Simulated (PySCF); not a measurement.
Excitation energy of S²⁺ by level of theory

S²⁺ [Ne] 3s2 3p2 (3P) → S²⁺ [Ne] 3s1 3p3 (5S), as a difference of total energies. All numbers are calculated (PySCF 2.14, the spin-free X2C one-electron Hamiltonian (Gaussian nucleus), in x2c-QZVPPall (9s6p4d2f1g, 70 functions)). Correlated levels: valence and next inner shell: 1s2 frozen. The calculations carry no spin-orbit coupling.

```
                                method  excitation energy (eV)
                                   UHF                   5.391
    MP2 (valence and next inner shell)                   6.879
SCS-MP2 (valence and next inner shell)                   7.413
   CCSD (valence and next inner shell)                   7.103
CCSD(T) (valence and next inner shell)                   7.179
```

**Question.** How much does correlation contribute at CCSD(T) (valence and next inner shell)?

**Answer.** 7.179 − (5.391) = 1.788 eV, measured against UHF.

A first-order spin-orbit estimate (lowest level to lowest level, LS coupling) adds 0.062 eV.
